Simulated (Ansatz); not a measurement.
Cartesian coordinates in Å:
```
F 2.350 -2.053 1.971
Hf 0.862 -2.405 0.850
F 1.443 -3.324 -0.702
Cl -0.904 -3.484 1.961
C 0.140 -0.453 0.168
C -1.169 0.002 0.375
C -1.576 1.248 -0.079
C -0.681 2.066 -0.751
C 0.621 1.640 -0.970
C 1.023 0.394 -0.514
H -1.888 -0.621 0.899
H -2.594 1.581 0.092
H -0.999 3.040 -1.107
H 1.322 2.280 -1.495
H 2.050 0.087 -0.699
```

Charge 0, multiplicity 1. Hf: def2 effective core potential.

Question: List the PBE/def2-TZVPP orbital energies in eV (the Gaussian-basis code of Ansatz). (An estimate is asked.)

Answer: The calculation gave: Occupied: -2738.97, -659.87, -659.86, -269.49, -269.44, -269.42, -269.35, -269.33, -268.94, -249.56, -190.17, -190.13, -190.12, -64.88, -35.23, -34.94, -34.45, -28.45, -28.07, -21.53, -20.06, -18.78, -18.56, -15.14, -14.87, -13.00, -11.29, -11.18, -10.96, -10.85, -10.52, -10.46, -10.39, -10.21, -9.86, -9.73, -9.43, -9.15, -8.47, -8.33, -8.25, -6.88, -6.77, -6.69. Lowest empty: -2.46, -2.11, -1.59, -1.08, -1.01, -0.84, -0.55, -0.10.
